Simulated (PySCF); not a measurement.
First SCF of a structure search on doublet AsH₂, at a hand-made bent geometry. PySCF input:

```python
from pyscf import gto, scf, dft
mol = gto.M(atom='''
As     0.000000     0.000000     0.000000
H      1.253300     0.000000     0.877600
H     -1.253300     0.000000     0.877600''',
    basis={'As': 'def2-TZVP', 'H': 'def2-TZVP'},
    charge=0, spin=1)
mf = dft.UKS(mol, xc='PBE0')
mf.grids.atom_grid = (50, 194)
aux = {'As': 'def2-universal-JKFIT', 'H': 'def2-universal-JKFIT'}
mf = mf.density_fit(auxbasis=aux)
mf.conv_tol = 1e-08
mf.diis_space = 10
mf.max_cycle = 60
mf.init_guess = 'minao'
mf.verbose = 4
mf.kernel()
```

Excerpt of the output (cycles alone):

```
init E= -2235.87377680896
cycle= 1 E= -2236.74214809782  delta_E= -0.868  |g|= 0.257  |ddm|= 0.985
cycle= 2 E= -2236.74655096146  delta_E= -0.0044  |g|= 0.224  |ddm|= 0.187
cycle= 3 E= -2236.75292194391  delta_E= -0.00637  |g|= 0.0128  |ddm|= 0.0881
cycle= 4 E= -2236.75300348271  delta_E= -8.15e-05  |g|= 0.00634  |ddm|= 0.0245
cycle= 5 E= -2236.75303023969  delta_E= -2.68e-05  |g|= 0.000695  |ddm|= 0.00894
cycle= 6 E= -2236.75303097587  delta_E= -7.36e-07  |g|= 0.000269  |ddm|= 0.00155
cycle= 7 E= -2236.75303107736  delta_E= -1.01e-07  |g|= 8.45e-05  |ddm|= 0.000589
cycle= 8 E= -2236.75303109461  delta_E= -1.72e-08  |g|= 1.93e-05  |ddm|= 0.000303
cycle= 9 E= -2236.75303109586  delta_E= -1.25e-09  |g|= 3.01e-06  |ddm|= 0.000104
Extra cycle  E= -2236.75303109589  delta_E= -3.09e-11  |g|= 1.34e-06  |ddm|= 9.06e-06
converged SCF energy = -2236.75303109589  <S^2> = 0.75496703  2S+1 = 2.0049609
```

No lower solution of this spin was found by a stability analysis within the unrestricted form.

The search for the lowest solution, with the stability check, took 1.7 s on 2 threads of a shared Arm Neoverse V2 host, with 60 basis functions; the process peaked at 0.25 GiB. Launch command: `OMP_NUM_THREADS=2 python axn.py task.json out`.
